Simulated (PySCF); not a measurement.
CdHBr, SMILES [Br][CdH]. Geometry optimised at B3LYP-D3(BJ)/def2-TZVP. The def2 effective core potentials stand for the cores of Cd; spin–orbit coupling is left out.

Computed with PySCF with B3LYP-D3(BJ)/def2-TZVP.

Harmonic wavenumbers (cm⁻¹): 251, 409, 409, 1852. Rotational constants (GHz): 1.769 (linear); symmetry number 1.

Q: Work out the zero-point energy and the ideal-gas rigid-rotor harmonic-oscillator thermochemistry at 298.15 K and 1 atm.

A: ZPE = ½ Σ hcν = ½ × 2922 cm⁻¹ = 17.48 kJ/mol. H − E(el) = 29.01 kJ/mol. Entropy in J/(mol K): translation 174.40, rotation 76.19, vibration 15.00, total 265.59. G − E(el) = -50.18 kJ/mol. Cp = 48.69 J/(mol K).
